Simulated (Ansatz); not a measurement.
Basis-set extrapolation for CH₄BFOSi (`FB1OC[SiH2]1`) (PBE0-D4/def2-TZVP geometry, frozen core, Ansatz 0.2.0). Multiplicity 1, RHF reference.

```json
{"": "HF", "def2-TZVPP": "-528.291239", "def2-QZVPP": "-528.311030"}
{"": "MP2 correlation", "def2-TZVPP": "-0.860318", "def2-QZVPP": "-0.929036"}
{"": "CCSD(T) correlation", "def2-TZVPP": "-0.925868", "def2-QZVPP": "not run"}
```

Energies in hartree. Use E(X) = E(∞) + A·exp(−7.88·√X) for Hartree–Fock and E(X) = E(∞) + B·X^(−2.97) for correlation, with X = 3 and 4, and add CCSD(T) minus MP2 of the smaller set to the MP2 limit.

What is the CCSD(T) energy at the basis-set limit?

HF limit: -528.311030 + (-0.019791) × 0.13774 = -528.31376. MP2 limit: -0.929036 + (-0.068718) × 0.74074 = -0.97994. Higher-order term: -0.925868 − (-0.860318) = -0.06555. Total: -529.35925 hartree, 373.2 kJ/mol below CCSD(T)/def2-TZVPP.
